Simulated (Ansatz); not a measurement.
Program: Ansatz. Geometries: PBE0-D4/def2-TZVP. ΔE: electronic, gas phase. CBS: MP2 limit from def2 TZ/QZ plus the TZ coupled-cluster correction, frozen cores. DFT in def2-TZVPP. B3LYP here is the variant with VWN-RPA as its local correlation; programs differ in this. Each species was taken in one conformer, which may not be the lowest.

Reaction (isomerisation): `CCOBS` → `BOCCS`

```
         level  ΔE (kcal/mol)
       ωB97X-V           29.8
        r2SCAN           32.1
          PBE0           31.3
         B3LYP           30.7
MP2/def2-TZVPP           30.5
  HF/CBS(def2)           29.6
 MP2/CBS(def2)           30.2
CCSD/CBS(def2)           29.7
```

(1) What does CCSD(T)/CBS give? (Estimate.)

Largest T1 diagnostic among the species: 0.013.

Answers

(1) Ansatz gave: +29.8 kcal/mol. The listed levels differ from it by 0.0, 2.3, 1.5, 0.9, 0.7, -0.2, 0.4, -0.1 kcal/mol.
